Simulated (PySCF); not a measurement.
C2H5ClFNSi, SMILES Cl[Si@@H](F)/C=N/C.

Coordinates come from a PBE0-D3(BJ)/def2-SVP optimisation. The structure was generated by enumeration; whether it is a known compound was not checked. The values are those of a single conformer.

These are PBE0-D3(BJ)/def2-SVP (PySCF) values and carry that method's errors.

Frequencies are harmonic and unscaled.

```
mode  ν (cm⁻¹)  IR (km/mol)   moving atoms (share of kinetic energy)
----  --------  -----------  ---------------------------------------
1           24          2.4  H 26 %, C 26 %, Cl 17 %, N 12 %, F 12 %
2          112          2.9          H 38 %, Cl 20 %, C 19 %, N 10 %
3          145          8.2   C 35 %, H 20 %, F 17 %, Si 16 %, N 9 %
4          216         11.2                           H 67 %, N 28 %
5          218          6.4          F 48 %, Cl 17 %, C 16 %, N 10 %
6          298          5.9   C 37 %, Cl 21 %, H 17 %, N 10 %, F 9 %
7          329         10.4   F 27 %, C 24 %, Si 22 %, N 11 %, H 9 %
8          413         21.3          N 26 %, Si 25 %, H 24 %, C 21 %
9          572        100.0                  Si 50 %, Cl 37 %, H 9 %
10         783        221.6                          H 73 %, Si 21 %
11         813         13.1                  H 41 %, C 40 %, Si 12 %
12         824         30.8                            H 83 %, F 8 %
13         900         44.6          H 49 %, F 20 %, Si 15 %, C 14 %
14         929        182.6          H 33 %, Si 30 %, F 26 %, C 11 %
15        1042         24.5                   C 46 %, N 28 %, H 25 %
16        1127          0.8                   H 65 %, C 22 %, N 12 %
17        1152          3.9                   H 60 %, C 23 %, N 16 %
18        1328         20.1                   H 70 %, C 18 %, N 11 %
19        1404          0.4                           H 85 %, C 15 %
20        1445          7.2                                   H 97 %
21        1461         33.0                                   H 93 %
22        1755          2.4                           C 50 %, N 47 %
23        2325         79.9                                   H 97 %
24        2983         35.0                                   H 92 %
25        3002         43.9                                   H 96 %
26        3117         13.6                            H 91 %, C 9 %
27        3138          4.5                            H 91 %, C 9 %
```
